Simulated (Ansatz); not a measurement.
`N[SiH](F)[Si](N)(O)O`. The species carries charge 0 and has multiplicity 1. All single points use the PBE0-D4/def2-TZVP geometry. It is one conformer, not always the lowest.

```xyz
14

N     1.458    0.342    1.908
Si   -0.160    0.033    1.472
F    -1.198    1.197    1.893
Si   -0.198   -0.179   -0.861
N    -1.683   -0.024   -1.686
O     0.310   -1.673   -1.332
O     0.819    1.044   -1.294
H     1.784    0.294    2.860
H     2.012    0.973    1.351
H    -0.599   -1.156    2.249
H    -2.272    0.779   -1.544
H    -2.218   -0.849   -1.902
H     1.078   -2.026   -0.881
H     0.865    1.247   -2.232
```

Q: What is the dipole moment at ωB97M-V/def2-TZVPP? (An estimate is asked.)

A: Computed: 1.24 D, with components (1.08, -0.25, -0.56) D in this frame, pointing from negative to positive charge.

Q: And with PBE, r2SCAN, B3LYP? (Estimate.)

A: Ansatz gave: PBE 1.26 D, r2SCAN 1.27 D, B3LYP 1.24 D.

Q: Give the Mulliken charges with ωB97M-V, r2SCAN, PBE in def2-TZVPP. (An estimate is asked.)

A: The calculation gave: 
| atom | ωB97M-V | r2SCAN | PBE |
| --- | --- | --- | --- |
| N1 | -0.36 | -0.45 | -0.38 |
| Si2 | 0.44 | 0.50 | 0.38 |
| F3 | -0.33 | -0.34 | -0.29 |
| Si4 | 0.58 | 0.63 | 0.48 |
| N5 | -0.36 | -0.45 | -0.39 |
| O6 | -0.37 | -0.41 | -0.34 |
| O7 | -0.39 | -0.42 | -0.36 |
| H8 | 0.11 | 0.15 | 0.15 |
| H9 | 0.13 | 0.17 | 0.16 |
| H10 | -0.07 | -0.12 | -0.11 |
| H11 | 0.12 | 0.16 | 0.16 |
| H12 | 0.13 | 0.17 | 0.16 |
| H13 | 0.18 | 0.20 | 0.19 |
| H14 | 0.18 | 0.20 | 0.18 |

B3LYP here is the variant with VWN-RPA as its local correlation; programs differ in this.
